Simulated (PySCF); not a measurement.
# How the method moves the HOMO and LUMO of `ClBC1CC1`

C3H6BCl.
SMILES with atom numbers: `[Cl:1][BH:2][CH:3]1[CH2:4][CH2:5]1` (hydrogens: H6 on B2; H7 on C3; H8, H9 on C4; H10, H11 on C5)

Geometry (PBE0-D3(BJ)/def2-SVP, Å), atoms numbered from 1 in this order:
```
atom  x, y, z in Å
Cl1    2.3882   -0.6105    3.1984
B2     2.1867   -0.3125    1.4712
C3     0.8499    0.2048    0.9260
C4    -0.0039    1.1471    1.7728
C5    -0.4594   -0.2406    1.5761
H6     3.1483   -0.5392    0.7798
H7     0.7946    0.3750   -0.1534
H8    -0.5129    1.9517    1.2361
H9     0.3934    1.4253    2.7527
H10   -1.2946   -0.4315    0.8974
H11   -0.3817   -0.9338    2.4181
```

Basis pcSseg-2 throughout (PySCF), one geometry. The structure is a single PBE0-D3(BJ)/def2-SVP conformer in the gas phase; no vibrational or solvent corrections.

**Question.** How do the orbital energies, the gap and the dipole change with the method?

**Answer.** 
```csv
method,kind,HOMO (eV),LUMO (eV),gap (eV),μ (D),SCF cycles
BLYP,GGA,-6.86,-1.98,4.88,1.78,14
OPBE,GGA,-6.96,-2.01,4.95,1.82,14
B97-D,GGA,-6.98,-1.95,5.03,1.82,14
PBE,GGA,-6.99,-2.15,4.84,1.81,14
KT2,GGA,-7.06,-2.13,4.93,1.82,15
BP86,GGA,-7.08,-2.20,4.88,1.82,14
KT3,GGA,-7.09,-2.06,5.03,1.80,15
LDA,LDA,-7.10,-2.41,4.70,1.83,14
B97-2,global hybrid,-8.07,-1.18,6.89,1.83,13
B3LYP,global hybrid,-8.10,-1.40,6.71,1.81,13
PBE0,global hybrid,-8.33,-1.20,7.13,1.83,12
mPW1PW91,global hybrid,-8.36,-1.20,7.16,1.83,13
BHandHLYP,global hybrid,-9.58,-0.16,9.41,1.83,12
CAM-B3LYP,range-separated hybrid,-9.73,-0.11,9.62,1.81,12
wB97X-D,range-separated hybrid,-10.22,0.65,10.87,1.83,13
LC-wPBE,range-separated hybrid,-11.12,1.02,12.14,1.81,13
HF,Hartree–Fock,-11.47,2.18,13.65,1.88,10
```

The HOMO spans 4.61 eV, from BLYP down to HF, and the gap runs from 4.70 eV (LDA) to 13.65 eV (HF). Over the methods BLYP (0 %), OPBE (0 %), B97-D (0 %), PBE (0 %), KT2 (0 %), BP86 (0 %), KT3 (0 %), LDA (0 %), B97-2 (21 %), B3LYP (20 %), PBE0 (25 %), mPW1PW91 (25 %), BHandHLYP (50 %), HF (100 %), a straight line through the gap against the share of exact exchange rises by 0.88 eV for each 10 % (correlation coefficient 0.999). The dipole ranges from 1.78 D (BLYP) to 1.88 D (HF). This basis has no diffuse functions.
